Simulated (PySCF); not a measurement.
## Correlation energy of Bi+ (bismuth, charge +1)

[Xe] 4f14 5d10 6s2 6p2, high-spin 3P determinant. Computed with PySCF 2.14 in aug-cc-pVTZ-PP with one added diffuse shell each of d, f type with ECP60MDF (6s5p5d3f, 67 functions), with scalar relativity through the core potential. Frozen: 5s2 5p6 5d10; 4 electrons correlated.

| level | correlation energy (mhartree) |
| --- | --- |
| CCSD | -47.74 |
| (T) | -0.92 |
| CCSD(T) | -48.66 |

Diagnostics: T1 = 0.0059, D1 = 0.0147, largest double amplitude 0.070.

**Question.** Is a single reference adequate?

**Answer.** Yes, within this model without spin-orbit coupling: T1 lies below 0.03 and no double amplitude reaches 0.07.

Spin-orbit coupling is strong in this species, so the high-spin LS determinant is a model state.
